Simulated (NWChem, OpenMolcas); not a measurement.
**How basis sets differ on CH6ClNSi (SMILES C[SiH](N)Cl)**

CH6ClNSi has 10 atoms, charge 0, and is taken as a singlet. SMILES: `C[SiH](N)Cl`. Geometry: relaxed at PBE0-D4/def2-TZVP. This is one conformer, not always the lowest.

Quantity: the HOMO–LUMO gap, in eV. The values are calculated.

```csv
level,kind,program,value (eV),CPU time
HF/ANO-R0 (sfX2C),Hartree–Fock,OpenMolcas,16.01,2.2 s
HF/ANO-RCC-MB (DKH2),Hartree–Fock,OpenMolcas,17.10,7.3 s
HF/ANO-XS-MB (DKH2),Hartree–Fock,OpenMolcas,16.92,1.5 s
HF/STO-3G,Hartree–Fock,NWChem,18.94,2.4 s
HF/3-21G,Hartree–Fock,OpenMolcas,16.54,4.5 s
HF/6-31G* (spherical functions),Hartree–Fock,OpenMolcas,16.05,8.8 s
```

The values span 16.01 to 18.94 eV. A Hartree–Fock LUMO above zero doesn't converge with the basis: it sinks as sets grow more diffuse. Orbital gaps aren't excitation energies. Times are those of the runs behind each value, whatever else they computed, on shared processors of several kinds: orders of magnitude only.
